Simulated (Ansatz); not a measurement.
SnSe4. Charge 0, multiplicity 1. Geometry PBE-D4/def2-SVP, basis def2-TZVP, Ansatz.

```csv
atom,x (Å),y (Å),z (Å)
Sn1,-1.4602,0.3664,0.8425
Se2,-0.7430,-1.7955,-0.7993
Se3,1.1651,-0.0478,1.7478
Se4,1.0977,-0.2754,-0.6333
Se5,-0.0596,1.7524,-1.1576
```

```
run  HOMO (eV)  LUMO (eV)
  A      -6.37      -2.86
  B      -5.26      -3.60
  C      -8.52      -0.90
  D      -5.54      -3.56
  E      -8.79      -0.81
```

In the def2 sets Sn takes a core potential; there is no spin–orbit coupling. LC-ωPBE has ω = 0.4 bohr⁻¹. Another isomer (singlet) lies 0.51 eV lower at PBE0-D4/def2-TZVP; other spin states weren't run for this one.

**Question.** The runs used LC-ωPBE, PBE, PBE0, r2SCAN, ωB97X-V. Estimate which is which.

**Answer.** A PBE0 (25 % exact exchange); B PBE (0 % exact exchange); C ωB97X-V (range-separated); D r2SCAN (0 % exact exchange); E LC-ωPBE (range-separated). Exact exchange lowers occupied and raises empty levels; among semilocal functionals meta-GGAs tend to open the gap a little, and such runs are hard to tell apart. The gap grows from 1.66 eV (PBE) to 7.97 eV (LC-ωPBE).
